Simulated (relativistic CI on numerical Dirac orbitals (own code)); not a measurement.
## Tl LXVIII: q coefficients and field-shift factors

These numbers are calculated, not measured: Dirac-Coulomb-Breit CI, orbitals from a KLI potential per configuration, derivatives by finite differences, unscaled Slater integrals, QED left out (own radial code, finite nucleus).

Configuration list (outside the closed core [Ne]): 3s2 3p2, 3s2 3p 3d, 3s 3p3, 3s2 3d2, 3p4, 3s 3p2 3d, 3p2 3d2, 3s 3p 3d2. Levels of other configurations are missing.

With x = (α/α₀)² − 1 an excitation energy changes as ω = ω₀ + qx; K = 2q/ω₀ is the relative enhancement. Terms are leading LS components, so labels can repeat. The field-shift factor is F = δν/δ⟨r²⟩ for the transition from the lowest level.

Lowest level 3s2 3p2 3P_0.

```
          Level  ω₀ (cm⁻¹)   q (cm⁻¹)     K  F (GHz/fm²)
   3s2 3p2 3P_1    4375159   5.73e+06  2.62        -1270
   3s2 3p2 1D_2    4459423  5.723e+06  2.57        -1280
   3s 3p3 3P°_2    6015648  6.222e+06  2.07       -15600
   3s 3p3 3D°_1    6257794  6.142e+06  1.96       -12500
3s2 3p 3d 3F°_2    6389788  5.841e+06  1.83        -1330
3s2 3p 3d 3D°_1    6827029  6.015e+06  1.76        -4710
3s2 3p 3d 3P°_2    7565876  6.904e+06  1.83        -1460
3s2 3p 3d 3F°_3    7580441  6.915e+06  1.82        -1200
 3s 3p2 3d 3D_1    8058171  6.362e+06  1.58       -15900
 3s 3p2 3d 3D_2    8126951  6.376e+06  1.57       -15900
   3s2 3p2 3P_2    8902243  1.147e+07  2.58        -2700
   3s2 3p2 1S_0    9087882  1.148e+07  2.53        -2690
 3s 3p2 3d 3D_3    9193123  7.419e+06  1.61       -15900
 3s 3p2 3d 3F_2    9322633  7.444e+06   1.6       -15900
   3s 3p3 3D°_2   10299998   1.19e+07  2.31       -16600
   3s 3p3 3D°_3   10482122  1.192e+07  2.27       -16400
   3s 3p3 3P°_0   10573622  1.188e+07  2.25       -14900
   3s 3p3 1D°_2   10717601  1.182e+07  2.21       -12100
   3s 3p3 3P°_1   10729472  1.189e+07  2.22       -14100
   3s 3p3 3S°_1   10837957  1.195e+07  2.21       -16900
3s2 3p 3d 3F°_3   11121734  1.162e+07  2.09        -2970
3s2 3p 3d 3P°_1   11183072  1.173e+07   2.1        -5720
3s2 3p 3d 3P°_0   11186968  1.171e+07  2.09        -4810
```

At this charge energies of transitions that change n are usually good to better than 1 %, and those within a shell (Δn = 0) to a few per cent.
